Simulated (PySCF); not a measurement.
AlCl, SMILES [Cl][Al] (connectivity only; charge and spin as stated), neutral, multiplicity 1. Atoms are numbered in the order given.

```xyz
2

Al     0.0000     0.0000    -1.2166
Cl     0.0000     0.0000     0.9304
```

Geometry optimised at PBE0-D3(BJ)/def2-TZVPD.

Two levels are set side by side: PBE/pcSseg-2 (PySCF) and PBE0/pcSseg-2 (PySCF). GIAO shifts against HCl (³⁵Cl) at the same level; non-relativistic, no solvent, atoms listed together averaged. Without spin–orbit terms, shifts of atoms bonded to Cl or Br come out too high at both levels. Differences are taken from unrounded values.

| quantity | PBE |
|---|---|
| δ(³⁵Cl) of Cl2 (ppm) | 437.0 |

Problem. These are the PBE values. What does PBE0 give? (The exact figures need the calculation; the answer reports its results.)

Solution. 
```csv
quantity,PBE0,PBE minus PBE0
δ(³⁵Cl) of Cl2 (ppm),401.8,35.1
```

Rough cost on one machine, each run with all the roots and properties that it gave: PBE0 against PBE within a factor of 2.
